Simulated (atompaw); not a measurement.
## What one change does to a pseudopotential (Nd (Z = 60), PAW (atompaw))

| Property | Result |
| --- | --- |
| Element | Nd (Z = 60) |
| Generator | atompaw 4.2.0.5 |
| Type | PAW |
| Functional | LDA (PW92) |
| Relativity | scalar-relativistic |
| Frozen core | [Xe] |
| Valence charge | 6 |
| Reference configuration | 4f4 5d0 6s1 6p0 (charge +1) |
| Partial waves | 6s (bound): rc 3.00 bohr; 6s channel at 3.05 Ry: rc 3.00 bohr; 6p (bound, empty): rc 3.00 bohr; 6p channel at 1.45 Ry: rc 3.00 bohr; 5d (bound, empty): rc 3.00 bohr; 5d channel at 0.15 Ry: rc 3.00 bohr; 4f (bound): rc 1.70 bohr; 4f channel at -0.05 Ry: rc 1.70 bohr |
| Local potential | ultrasoft scheme with l = 4 at 0.5 Ry, radius 3.00 bohr |
| Core correction | smooth core density matched at 1.70 bohr |
| Augmentation charge | besselshape compensation charge, radius 2.30 bohr; PAW radius 3.00 bohr; waves and projectors: custom rrkj gramschmidtortho |

Change: all radii scaled by about 1.29 (s 3.88, p 3.88, d 3.88, f 2.20 bohr); local potential ultrasoft scheme with l = 4 at 0.5 Ry, radius 3.88 bohr; augmentation besselshape compensation charge, radius 2.96 bohr; PAW radius 3.88 bohr; waves and projectors: custom rrkj gramschmidtortho; core correction smooth core density matched at 2.20 bohr.

Cutoffs: the cutoffs (Ry, on a coarse ladder) from which the occupation-weighted sum of valence levels, in a spherical-Bessel basis at the reference potential, stays within 10 and 1 mRy of its value at 400 Ry; they do not see the model core or the augmentation charge, which bear on the density cutoff.

Question: What does the change do?

Answer: The potential gets softer (45 Ry and 70 Ry → 25 Ry and 40 Ry); the bound ghost in p, s disappears. A larger radius leaves more room for a smooth pseudo-wave, so fewer plane waves are needed.

| quantity | base | changed |
| --- | --- | --- |
| cutoff, loose | 45 Ry | 25 Ry |
| cutoff, tight | 70 Ry | 40 Ry |
| loose cutoff by channel (10 mRy a level) | s 6 Ry, f 40 Ry | s 6 Ry, f 21 Ry |
| bound ghosts | p, s | none |
| lowest overlap eigenvalue by channel | s 0.69, p 0.00, d 0.55, f 1.00 | s 0.03, p 0.78, d 0.21, f 0.19 |

 A true bound ghost makes a file unfit for plane-wave use even where its test errors are small: the radial tests pick states by their node count and pass the ghost by. The cutoffs see the waves, projectors and local potential, not the compensation charge or the core.
